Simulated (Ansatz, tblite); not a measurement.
Removing and adding an electron: (KOH)2 ring (K2O2H2). The state is a singlet with charge 0. Geometry: PBE0-D4/def2-TZVP. Ansatz, gas phase; energy differences of separate SCF runs; the oxidised species was run as a doublet alone; the reduced species was run as a doublet alone.

```csv
atom,x (Å),y (Å),z (Å)
K1,-1.467,-0.708,-0.594
O2,0.909,-1.318,-0.671
K3,1.466,0.705,0.598
O4,-0.910,1.317,0.673
H5,1.404,-2.044,-1.049
H6,-1.402,2.049,1.042
```

The xTB rows come from tblite. Correlated methods freeze 12 core orbitals; core or outer-core shells of K are correlated, in sets that lack core-valence functions. HOMO above LUMO, or a gap near zero within one spin, warns that the state may not be the lowest or that an electron is smeared out.

| level | −HOMO (eV) | vertical IE (eV) | −LUMO (eV) | vertical EA (eV) | HOMO–LUMO gap (eV) | IE − EA (eV) | remarks |
| --- | --- | --- | --- | --- | --- | --- | --- |
| GFN2-xTB | 7.87 | 11.46 | 7.62 | 4.05 | 0.24 | 7.41 | – |
| HF/def2-TZVPP | – | 6.18 | – | – | – | – | – |
| r2SCAN-D4/def2-TZVP | 4.07 | 7.03 | 0.28 | – | 3.79 | – | gap within one spin near zero (+1 doublet) |
| PBE0-D4/def2-TZVP | 5.34 | 7.34 | 0.38 | – | 4.96 | – | – |
| CCSD(T)/def2-TZVPP | – | 7.97 | – | – | – | – | – |

Task: Estimate the rows for GFN1-xTB, PBE-D4/def2-TZVP, PBE0-D4/def2-TZVPD, MP2/def2-TZVPP, CCSD/def2-TZVPP.

Result: 
| level | −HOMO (eV) | vertical IE (eV) | −LUMO (eV) | vertical EA (eV) | HOMO–LUMO gap (eV) | IE − EA (eV) | remarks |
| --- | --- | --- | --- | --- | --- | --- | --- |
| GFN1-xTB | 10.24 | 13.12 | 6.56 | 4.92 | 3.69 | 8.20 | – |
| PBE-D4/def2-TZVP | 3.86 | 6.99 | 0.88 | – | 2.99 | – | gap within one spin near zero (+1 doublet) |
| PBE0-D4/def2-TZVPD | 5.46 | – | 0.40 | -0.07 | 5.05 | – | HOMO above zero (-1 doublet) |
| MP2/def2-TZVPP | – | 8.26 | – | – | – | – | – |
| CCSD/def2-TZVPP | – | 7.85 | – | – | – | – | – |

Run but left out: PBE-D4/def2-TZVPD, r2SCAN-D4/def2-TZVPD (charge -1 doublet: an occupied level 0.03 to 0.05 eV above an empty one).   A HOMO above zero means that the electron is unbound at that level or that self-interaction error raises the level; the energy of removing that electron tells which. Raw xTB energy differences between charge states are shifted by several eV; the methods need an empirical correction for them. A negative affinity means that the extra electron isn't bound; its size then hangs on the basis.
